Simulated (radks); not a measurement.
Results of a calculation; reference values are marked as such.
All-electron atom: the samarium ion Sm20+ in [Kr] 4d6.

Code: a radial shooting solver on a logarithmic mesh with Libxc functionals. Model: scalar-relativistic Kohn-Sham, r2SCAN, spin-unpolarised, spherical densities, finite nucleus; meta-GGA in the generalised Kohn-Sham scheme; Fermi nuclear charge, rms radius 5.0819 fm.

Energy parts (Ry):
total: -20539.4221
kinetic: 21977.1950
electron-nucleus: -48308.5459
Hartree: 6223.5925
exchange-correlation: -431.6636

Orbitals (lengths in bohr, moments of r in powers of bohr; r(max) is where P^2 peaks; r(90%) holds 90 % of the orbital's charge):
| orbital | occ. | eigenvalue (Ry) | r(90%) | <r> | r(max) | <r^2> |
|---|---|---|---|---|---|---|
| 1s | 2 | -3475.409 | 0.0411 | 0.02275 | 0.01449 | 0.0007051 |
| 2s | 2 | -602.6761 | 0.150 | 0.09697 | 0.08211 | 0.01110 |
| 2p | 6 | -541.6742 | 0.139 | 0.08547 | 0.06636 | 0.008917 |
| 3s | 2 | -162.9629 | 0.372 | 0.2536 | 0.2330 | 0.07347 |
| 3p | 6 | -143.7780 | 0.377 | 0.2519 | 0.2284 | 0.07348 |
| 3d | 10 | -117.9456 | 0.357 | 0.2296 | 0.1874 | 0.06187 |
| 4s | 2 | -60.65702 | 0.782 | 0.5507 | 0.5258 | 0.3404 |
| 4p | 6 | -53.91976 | 0.819 | 0.5717 | 0.5434 | 0.3691 |
| 4d | 6 | -44.45484 | 0.866 | 0.5917 | 0.5524 | 0.4000 |

The highest occupied level is 4d at -604.84 eV. For comparison, the ionisation energy in NIST's Atomic Spectra Database is 617 eV (theoretical). In exact Kohn-Sham theory the highest level is minus the ionisation energy, but local and semilocal functionals leave it too shallow, through self-interaction and a potential that decays too fast; potentials with the right tail come closer.

Beside tabulated values, note that spin-unpolarised runs miss the spin-polarisation part of the exchange energy of open shells.
